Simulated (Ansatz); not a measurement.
## Worked example: GaH(SH)2 + GeH2I → Ga(SH)2 + GeH3I

Species: GaH(SH)2, singlet; GeH2I `[GeH2][I]`, doublet; Ga(SH)2, doublet; GeH3I `[GeH3][I]`, singlet. A radical takes H: the energy is the difference in strength between the Ga–H bond broken and the Ge–H bond made.

Shapes, held fixed at every level: PBE0-D4/def2-TZVP. Flexible molecules stand in one conformer, not always the lowest. Programs: Ansatz 0.2.0. Electronic energies: no zero-point or thermal term.

At CCSD(T)/def2-TZVPP; 1 Eh = 2625.50 kJ/mol:

| species | energy (Eh) |
| --- | --- |
| GaH(SH)2 | -2720.806140 |
| GeH2I | -2373.934086 |
| Ga(SH)2 | -2720.173850 |
| GeH3I | -2374.572634 |

Question: Work out ΔE of the reaction at this level.

Answer: 
1. Products less reactants: (-2720.173850) + (-2374.572634) − [(-2720.806140) + (-2373.934086)] = -0.006258 Eh = -16.4 kJ/mol.

Other levels give -18.3 (HF/def2-TZVPP) to -13.9 kJ/mol (wB97X-V/def2-TZVPP). No measured value is set beside it here. Open shells run unrestricted unless RO is named. For atoms past krypton def2 sets carry core potentials with scalar relativity. Relativity is left out for Ga, Ge unless named. Correlated rows may include outer-core shells of Ga, Ge, I, which these sets cover unevenly.
